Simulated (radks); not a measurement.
Problem. These are the eigenvalues of the occupied orbitals of an atom or ion with whole-number occupations (eV). All-electron calculation, scalar-relativistic Kohn-Sham, PW91, spin-polarised, spherical densities, finite nucleus; Fermi nuclear charge, rms radius of each element as measured or else 0.836 A^(1/3) + 0.57 fm. Program: a radial shooting solver on a logarithmic mesh with Libxc functionals.

orbital  eigenvalue
1s down   -65286.20
1s up     -65286.19
2s up     -11178.42
2s down   -11178.35
2p up     -9819.798
2p down   -9819.746
3s up     -2558.613
3s down   -2558.609
3p up     -2152.553
3p down   -2152.546
3d up     -1671.215
3d down   -1671.182
4s up     -527.4217
4s down   -527.3855
4p up     -394.1581
4p down   -394.1254
4d up     -221.7700
4d down   -221.7257
5s up      -82.4257
5s down    -81.6745
5p up      -51.1430
5p down    -50.0612
4f up      -32.0046
4f down    -31.8196
5d up      -17.4042

Which element is it, and in what charge state? The configuration may be excited. Open shells, if any, are filled with parallel spins first.

Solution. Z = 72, hafnium, charge +2: Hf2+ in [Xe] 4f14 5d2. The list shows which subshells hold electrons but not how many an open one holds; the 1s level, -2399.2 hartree, gives Z - s = 69.3 by -(Z - s)^2/2, which with screening and relativity narrows Z to a few neighbours, and the depths of the outer levels then fix element, charge and occupations together.
